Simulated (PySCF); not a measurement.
[V(NH3)6]2+: V(II) (d3), charge +2. The structure is a PBE0-D3(BJ)/def2-SVP, IEF-PCM water geometry optimised for multiplicity 4; coordination octahedral, point group S6, metal–donor distances 2.21 Å.

```
25

V     0.0000    0.0000    0.0000
N     2.2139   -0.0176   -0.0176
H     2.6322    0.9147   -0.0128
H     2.6272   -0.5014    0.7820
H     2.6003   -0.4821   -0.8415
N    -2.2139    0.0176    0.0176
H    -2.6322   -0.9147    0.0128
H    -2.6003    0.4821    0.8415
H    -2.6272    0.5014   -0.7820
N    -0.0176    2.2139   -0.0176
H    -0.0128    2.6322    0.9147
H     0.7820    2.6272   -0.5014
H    -0.8415    2.6003   -0.4821
N     0.0176   -2.2139    0.0176
H     0.0128   -2.6322   -0.9147
H     0.8415   -2.6003    0.4821
H    -0.7820   -2.6272    0.5014
N    -0.0176   -0.0176    2.2139
H     0.9147   -0.0128    2.6322
H    -0.5014    0.7820    2.6272
H    -0.4821   -0.8415    2.6003
N     0.0176    0.0176   -2.2139
H    -0.9147    0.0128   -2.6322
H     0.4821    0.8415   -2.6003
H     0.5014   -0.7820   -2.6272
```

Method (PySCF 2.14, density fitting): CASSCF(3,5) with orbitals averaged over all microstates of the shell, strongly contracted NEVPT2 on the averaged canonical orbitals; basis x2c-TZVPall; spin-free X2C; IEF-PCM water; spin-orbit coupling by state interaction with the mean-field operator over all roots.

Question: Which term lies lowest, and with what spin?

Answer: 4Ag (from 4A2g) (S = 3/2, orbital degeneracy 1), with 3.0 electrons in the lower (t2g-type) set and 0.0 in the upper (eg-type) set, by NEVPT2.

Question: List the excited states of the same spin.

Answer: By NEVPT2: 4Ag (from 4T2g) at 16120 cm⁻¹ (620 nm); 4Eg (from 4T2g) at 16265 cm⁻¹ (615 nm); 4Eg (from 4T1g) at 23491 cm⁻¹ (426 nm); 4Ag (from 4T1g) at 23574 cm⁻¹ (424 nm); 4Ag (from 4T1g) at 35163 cm⁻¹ (284 nm); 4Eg (from 4T1g) at 35659 cm⁻¹ (280 nm). All are electric-dipole forbidden at this geometry.

Question: Which is the lowest state of another spin?

Answer: 2Eg at 13898 cm⁻¹ by NEVPT2; CASSCF alone puts it at 15642 cm⁻¹ above the same ground state.

Question: Give the fitted ligand-field and repulsion parameters.

Answer: At CASSCF level (the NEVPT2 levels don't fit a ligand-field model well): orbital energies 0, 253, 253, 14879, 14879 cm⁻¹; 10Dq = 14711 cm⁻¹ (difference of the means of the two sets); B = 881 cm⁻¹; C = 3318 cm⁻¹; B over its free-ion value at the same level 0.913; rms of the fit 303 cm⁻¹; ζ = 165 cm⁻¹ (free ion 174).

Question: What are the magnetic parameters?

Answer: The ground multiplet follows a spin Hamiltonian with S = 3/2, g = 1.978, 1.979, 1.979, D = -0.04 cm⁻¹, E/|D| = 0.00 (spin-orbit part alone); the lowest levels hold 100 % of the spin-free ground state. μeff is 3.86 μB at 300 K and 3.83 μB at 10 K; the spin-only value is 3.88 μB.

NEVPT2 lifts 4Eg (from 4T2g) from 13965 to 16265 cm⁻¹; on the d shell alone it tends to overshoot states that fill the eg-type orbitals.

The job took 59 s on one thread of Intel Xeon Platinum 8488C (shared host), with 342 basis functions and a peak of 1.6 GiB, launched as `OMP_NUM_THREADS=1 python lf_run.py task.json out`.
